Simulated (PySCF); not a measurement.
Computed data sheet: `N[SiH](N)C#CCF`

Species: C₃H₇FN₂Si.
Atom-mapped SMILES: `[NH2:1][SiH:2]([NH2:3])[C:4]#[C:5][CH2:6][F:7]` (hydrogens: H8, H9 on N1; H10 on Si2; H11, H12 on N3; H13, H14 on C6)

Among its groups: alkyne, C–F bond, Si–H bond and C–Si bond.

From GFN2-xTB geometry:

```yaml
Point_group_of_the_GFN2-xTB_geometry: C1
Rotational_constants_A_B_C_of_the_GFN2-xTB_geometry: 5.232, 0.778, 0.713 GHz
```

From CAM-B3LYP/def2-SVPD ground state and vertical TDDFT (core frozen in the response) (PySCF):

```yaml
Dipole_moment: 2.03 D
HOMO_energy: -9.01 eV
LUMO_energy: 0.62 eV
HOMO–LUMO_gap: 9.63 eV
Lowest_singlet_excitation: 5.67 eV (219 nm, f = 0.002)
Strongest_line_among_the_8_lowest_singlet_transitions: S5 at 6.86 eV (181 nm, f = 0.093)
Lowest_triplet_excitation_Tamm–Dancoff: 4.96 eV
Static_isotropic_polarisability: 78.5 au
Electronic_spatial_extent_⟨r²⟩_about_the_centre_of_nuclear_charge: 1510 bohr²
```

Monoisotopic mass (most abundant isotopes): 118.0363 u.

With B = h/(8π²I), that is 505.379 GHz u Å² over I, the principal moments of inertia are 96.6, 649.4 and 708.5 u Å² (most abundant isotopes); the inertial defect Ic − Ia − Ib is -37.5 u Å² (zero for a rigid planar frame, negative otherwise). The vertical singlet–triplet gap S1 − T1 is 0.71 eV (TDDFT singlet less Tamm–Dancoff triplet). The largest Löwdin shares of the HOMO are 0.46 on N1, 0.15 on C4, 0.14 on C5 and 0.05 on N3. S1 lies 3.96 eV below the HOMO–LUMO gap; its leading configuration is HOMO−2→LUMO, weight 0.39, beside HOMO→LUMO, weight 0.35. The 8 singlets span 5.67 to 7.56 eV, and their oscillator strengths add up to 0.16.

One conformer (not necessarily the lowest) at the GFN2-xTB geometry, without solvent, vibrations or thermal averaging.

For the TDDFT job (CAM-B3LYP/def2-SVPD), time: 40 s. Hardware: one thread of an Arm Neoverse V2, shared host.

The values belong to the conformer `[NH2:1][SiH:2]([NH2:3])[C:4]#[C:5][CH2:6][F:7]`: H–N1–Si2–N3 180°, H–N1–Si2–N3 -44°, H–N3–Si2–N1 -50°, H–N3–Si2–N1 174°.
